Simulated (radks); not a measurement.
Results of a calculation; reference values are marked as such.
Question: The table gives one normalised radial function P(r) = r R(r) of Tl3+ in [Xe] 4f14 5d10 (r in bohr). Level of theory: non-relativistic Kohn-Sham, PBE, spin-polarised, spherical densities, point nucleus; relativity is left out, which matters for an element this heavy (a radial shooting solver on a logarithmic mesh with Libxc functionals).

r              P
0.0007143  0.0000
0.0008184  0.0000
0.0009452  0.0000
0.001083   0.0000
0.001251   0.0000
0.001444   0.0000
0.001655   0.0000
0.001911   0.0000
0.002189   0.0000
0.002528   0.0000
0.00292    0.0000
0.003345   0.0000
0.003864   0.0000
0.004426   0.0000
0.005112   0.0000
0.005904   0.0000
0.006764   0.0000
0.007812   0.0001
0.00895    0.0001
0.01034    0.0002
0.01194    0.0003
0.01368    0.0005
0.01579    0.0008
0.01809    0.0013
0.0209     0.0021
0.02413    0.0036
0.02765    0.0058
0.03193    0.0095
0.03658    0.0150
0.04225    0.0241
0.04879    0.0382
0.0559     0.0581
0.06456    0.0889
0.07456    0.1336
0.08542    0.1923
0.09865    0.2762
0.113      0.3793
0.1305     0.5160
0.1507     0.6796
0.1727     0.8535
0.1995     1.0468
0.2285     1.2226
0.2639     1.3811
0.3048     1.4897
0.3492     1.5296
0.4033     1.4964
0.462      1.3957
0.5336     1.2286
0.6162     1.0206
0.706      0.8099
0.8153     0.5954
0.9341     0.4175
1.079      0.2660
1.246      0.1559
1.427      0.0865
1.648      0.0420
1.889      0.0192
2.181      0.0074
2.519      0.0024
2.886      0.0007
3.333      0.0002
3.818      0.0000
4.41       0.0000

Which n and l does it have? It may be an empty orbital.

Answer: n = 4, l = 3: the number of nodes gives n - l - 1 = 0, the rise at small r (about r^(l+1)) gives l, and the extent must fit the shell. The curve is that of 4f. 4f: eigenvalue -158.80 eV, 0 radial nodes, <r> = 0.457 bohr, 90 % of the charge inside 0.725 bohr.
